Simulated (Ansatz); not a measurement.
**Ligand exchange: C2H9ClSi2 + GaF → C2H9FSi2 + GaCl**

Species: C2H9ClSi2 `[SiH3]CC[SiH2]Cl`, singlet; GaF, singlet; C2H9FSi2 `F[SiH2]CC[SiH3]`, singlet; GaCl, singlet. The partners trade Cl for F: Si–Cl and Ga–F bonds give way to Si–F and Ga–Cl.

Shapes, held fixed at every level: PBE0-D4/def2-TZVP. Flexible molecules stand in one conformer, not always the lowest. Programs: Ansatz 0.2.0. Electronic energies: no zero-point or thermal term.

(1) Estimate ΔE of this reaction.

Answers

(1) The highest level, CCSD(T)/def2-TZVPP, gives ΔE = -55.0 kJ/mol; the levels span -58.1 to -45.7. The column of differences is taken from that level and isn't an error. No measured value is set beside it here. Relativity is left out for Ga. Outer-core shells of Ga are correlated in most correlated rows, in sets that cover them unevenly.

```tsv
level	kind	ΔE (kJ/mol)	less CCSD(T)/def2-TZVPP
PBE-D4/def2-TZVPP	GGA	-45.7	+9.3
r2SCAN-D4/def2-TZVPP	meta-GGA	-52.7	+2.3
wB97M-V/def2-TZVPP	range-separated hybrid	-51.7	+3.3
wB97X-V/def2-TZVPP	range-separated hybrid	-49.3	+5.7
MP2/def2-TZVPP	perturbation theory	-51.4	+3.6
CCSD/def2-TZVPP	coupled cluster or CI	-58.1	-3.1
CCSD(T)/def2-TZVPP	coupled cluster or CI	-55.0	0.0
```
